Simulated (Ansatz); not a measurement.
`[BH2][GeH2][CH3]` + `[CH3][GeH]([NH2])[F]` → `B[NH][GeH]([CH3])[F]` + `[CH3][GeH3]`  (cleavage of the B–Ge bond)

Program: Ansatz. Geometries: PBE0-D4/def2-TZVP. ΔE: electronic, gas phase. CBS: MP2 limit from def2 TZ/QZ plus the TZ coupled-cluster correction, frozen cores. Functionals use def2-TZVPP. For Ge outer-core shells are correlated without core-valence functions, which leaves a few kJ/mol of doubt a bond. Scalar relativity is left out up to krypton. Each species was taken in one conformer, which may not be the lowest.

```json
{"species": "`[BH2][GeH2][CH3]`", "revPBE energy (Eh)": "-2143.96876"}
{"species": "`[CH3][GeH]([NH2])[F]`", "revPBE energy (Eh)": "-2273.23961"}
{"species": "`B[NH][GeH]([CH3])[F]`", "revPBE energy (Eh)": "-2298.71285"}
{"species": "`[CH3][GeH3]`", "revPBE energy (Eh)": "-2118.55246"}
```

Problem. Work out ΔE.

Solution. ΔE = (-2298.71285) + (-2118.55246) − (-2143.96876) − (-2273.23961) = -0.05694 Eh = -149.5 kJ/mol. CCSD(T)/CBS gives -153.7 kJ/mol.

Largest T1 diagnostic among the species: 0.012.

At CCSD(T), def2-SVP lies −25.5 kJ/mol from the extrapolated value and def2-TZVPP −4.0 kJ/mol. Leaving LDA and LC-ωPBE aside and taking each functional with its dispersion term where it has one, the values, not all of them listed here, spread over 10.3 kJ/mol, from CAM-B3LYP-D4 to revPBE-D4. LDA lies −12.6 kJ/mol from PBE without D4.
